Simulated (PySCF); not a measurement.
## One reaction down a group: Al, Ga, In

The same gas-phase reaction for Al, Ga, In:
- AlBr3 + F2 → AlBr + 2 BrF
- GaBr3 + F2 → GaBr + 2 BrF
- InBr3 + F2 → InBr + 2 BrF

Method: PySCF energies plus ideal-gas RRHO corrections (1 bar). † marks an energy on the PBE0/def2-TZVP geometry and frequencies; other levels use their own. All species are closed-shell singlets. B3LYP is the form with VWN-RPA correlation. In: scalar-relativistic def2 core potential, no spin-orbit coupling. Br, Ga: all electrons, no relativistic terms. The harmonic model lacks anharmonicity and excited electronic states, which grow with temperature; levels with a mode under 35 cm⁻¹ are left out. Soft modes under 120 cm⁻¹ make the harmonic entropy rough for AlBr3, GaBr3, InBr3.

ΔH°(298 K) in kJ, by level:

| level | Al | Ga | In |
|---|---|---|---|
| ωB97M-V/def2-TZVP† | 291.0 | 163.8 | 109.2 |
| PBE0/def2-TZVP | 303.8 | 176.7 | 109.7 |
| BLYP/def2-TZVP† | 240.4 | 100.3 | 40.1 |
| HF/def2-TZVP† | 296.8 | 173.7 | 116.3 |
| B3LYP/def2-TZVP† | 265.8 | 127.5 | 64.6 |

At ωB97M-V/def2-TZVP†, ΔH° falls from Al to In, over a range of 181.8 kJ; the steps are -127.2, -54.6 kJ. 5 of the 5 levels shown give the same order. The levels scatter most for Ga (76.4 kJ between the highest and the lowest) and least for Al (63.4 kJ). ΔS°(298 K) runs from 140.2 to 146.8 J/K, so TΔS° at 298 K spreads over 2.0 kJ among the members, against 181.8 kJ for ΔH°.

Free energies at ωB97M-V/def2-TZVP†:

| member | ΔS°(298 K), J/K | ΔG°(298 K), kJ | ΔG°(1000 K), kJ | ΔG° changes sign |
|---|---|---|---|---|
| Al | 146.4 | 247 | 148 | 2000 to 2500 K |
| Ga | 146.8 | 120 | 21 | 1000 to 1200 K |
| In | 140.2 | 67 | -27 | 600 to 800 K |

The NASA 1993 table holds none of these reactions whole; the comparison is among the levels.
